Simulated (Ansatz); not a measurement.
Species: YF3 (charge 0, singlet). 
Structure (B3LYP-D3(BJ)/def2-TZVP (Ansatz, a quantum-chemistry and plane-wave program) minimum search):
```
Y
F 1 2.0095
F 1 2.0095 2 120.00
F 1 2.0095 2 120.00 3 180.00
```

Property: vertical electron affinity (to the doublet state of charge -1; a negative value means that the extra electron is unbound and the number depends on the basis; each state is the SCF solution reached for its spin; the molecule has degenerate orbitals, so one determinant may break the symmetry), in eV. Correlated levels leave the core frozen unless marked. UHF or UKS for open shells. Spin-orbit coupling is left out. The frozen core is the preceding noble-gas configuration, with the filled d and f shells of earlier blocks. In def2 rows, elements after Kr have scalar-relativistic effective core potentials. Anions need diffuse functions: def2-D sets add few. CBS marks a two-point X^-3 extrapolation of the correlation energy; Hartree-Fock from the larger set.

```tsv
level	program	vertical electron affinity (eV)
HF/def2-TZVPPD	Ansatz	0.26
HF/def2-QZVPPD	Ansatz	0.28
B3LYP/def2-TZVPD	Ansatz	0.99
PBE0/def2-TZVPD	Ansatz	0.87
CAM-B3LYP/def2-TZVPD	Ansatz	0.91
wB97X/def2-TZVPD	Ansatz	0.50
MP2/def2-SVPD	Ansatz	0.44
RI-MP2/CBS(def2-TZVPPD,def2-QZVPPD)	Ansatz	0.48
CCSD/def2-SVPD	Ansatz	0.52
```
